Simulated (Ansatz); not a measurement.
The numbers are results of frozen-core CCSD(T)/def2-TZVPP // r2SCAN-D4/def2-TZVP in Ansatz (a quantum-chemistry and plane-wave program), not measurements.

Ansatz 0.2 input:
```yaml
crystal:
  periodic: [false, false, false]
  atoms:
    - { symbol: O, position_ang: [-0.175567, 1.804546, -0.110961] }
    - { symbol: Sn, position_ang: [0.11569, -0.05496, -0.730988] }
    - { symbol: O, position_ang: [1.622007, -0.731734, 0.364424] }
    - { symbol: O, position_ang: [-1.470676, -1.061564, -0.100744] }
    - { symbol: H, position_ang: [-1.110494, 2.04705, -0.131513] }
    - { symbol: H, position_ang: [2.26354, -0.036466, 0.560329] }
    - { symbol: H, position_ang: [-1.244502, -1.966871, 0.149452] }
basis:
  gaussian: { orbitals: def2-TZVPP }
correlation:
  method: ccsd_t
magnetization:
  spin_polarized: true
  initial_magnetization: 1
```

Output:

```
Functional definition: HF
1322 factors; integrals over basis functions are off by at most 5.0e-4 eV
mean field evaluation 1: about -11960.9079 eV, gradient 4.4e1 eV
mean field evaluation 2: about -11960.9136 eV, gradient 4.4e1 eV
mean field evaluation 4: about -11968.1241 eV, gradient 2.7e0 eV
mean field evaluation 8: about -11968.2498 eV, gradient 1.7e-1 eV
mean field evaluation 16: about -11968.2262 eV, gradient 8.9e-1 eV
mean field evaluation 32: about -11965.5987 eV, gradient 3.2e0 eV
mean field evaluation 64: about -11960.6520 eV, gradient 2.7e1 eV
mean field -11968.25056847 eV, -439.8250960195 hartree, gradient 5.3e-6 eV, S^2 0.764687; 0 other end points of the search recorded, 0 dependent functions left out
7 core orbitals not correlated
reference -11968.25056847 eV, -439.8250960195 hartree; 18, 17 occupied and 160, 161 virtual orbitals, 1322 factors
second order -28.24056654 eV of doubles, -0.00000000 eV of singles
cycle   1  -27.25729427 eV  change    9.8e-1 eV  update   1.4e-1
cycle   2  -27.93748201 eV  change   -6.8e-1 eV  update   4.4e-2
cycle   3  -28.11434300 eV  change   -1.8e-1 eV  update   2.7e-2
cycle   4  -28.10844150 eV  change    5.9e-3 eV  update   1.0e-2
cycle   5  -28.10135419 eV  change    7.1e-3 eV  update   5.7e-3
cycle   6  -28.10463231 eV  change   -3.3e-3 eV  update   2.4e-3
cycle   7  -28.10537364 eV  change   -7.4e-4 eV  update   1.2e-3
cycle   8  -28.10528131 eV  change    9.2e-5 eV  update   4.3e-4
cycle   9  -28.10541296 eV  change   -1.3e-4 eV  update   2.3e-4
cycle  10  -28.10533967 eV  change    7.3e-5 eV  update   8.7e-5
cycle  11  -28.10532034 eV  change    1.9e-5 eV  update   4.7e-5
cycle  12  -28.10538323 eV  change   -6.3e-5 eV  update   2.1e-5
cycle  13  -28.10537318 eV  change    1.0e-5 eV  update   1.1e-5
perturbative correction -1.00994214 eV, -0.0371146893 hartree
Total energy: -11997.36588379 eV, -440.8950641225 hartree
```

Cost: very roughly 12 core-minutes.
